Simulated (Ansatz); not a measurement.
**Ligand exchange: C2H2BrF + GaH2Br → C2H3F + GaHBr2**

Species: C2H2BrF `C=C(F)Br`, singlet; GaH2Br `[GaH2][Br]`, singlet; C2H3F `C=CF`, singlet; GaHBr2 `[Br][GaH][Br]`, singlet. The partners trade Br for H: C–Br and Ga–H bonds give way to C–H and Ga–Br.

Shapes, held fixed at every level: PBE0-D4/def2-TZVP. Programs: Ansatz 0.2.0. Electronic energies: no zero-point or thermal term.

Problem. Estimate ΔE of this reaction.

Solution. The highest level, CCSD(T)/def2-TZVPP, gives ΔE = -191.3 kJ/mol; the levels span -202.0 to -178.0. The column of differences is taken from that level and isn't an error. No measured value is set beside it here. Relativity is left out for Br, Ga unless named. Correlated rows may include outer-core shells of Br, Ga, which these sets cover unevenly. Times are processor times on shared x86 and Arm servers, and rough.

```
                level                   kind  ΔE (kJ/mol)  less CCSD(T)/def2-TZVPP  CPU time (sum over the molecules)
    PBE-D4/def2-TZVPP                    GGA       -178.0                    +13.3                               17 s
  B3LYP-D4/def2-TZVPP          global hybrid       -189.4                     +1.9                               29 s
   PBE0-D4/def2-TZVPP          global hybrid       -188.3                     +3.0                               21 s
r2SCAN0-D4/def2-TZVPP          global hybrid       -194.6                     -3.3                               38 s
     CCSD(T)/def2-SVP  coupled cluster or CI       -198.5                     -7.2                               30 s
        CCSD/def2-SVP  coupled cluster or CI       -202.0                    -10.7                                  –
      CCSD/def2-TZVPP  coupled cluster or CI       -195.0                     -3.7                                  –
   CCSD(T)/def2-TZVPP  coupled cluster or CI       -191.3                      0.0                            1.8 min
```
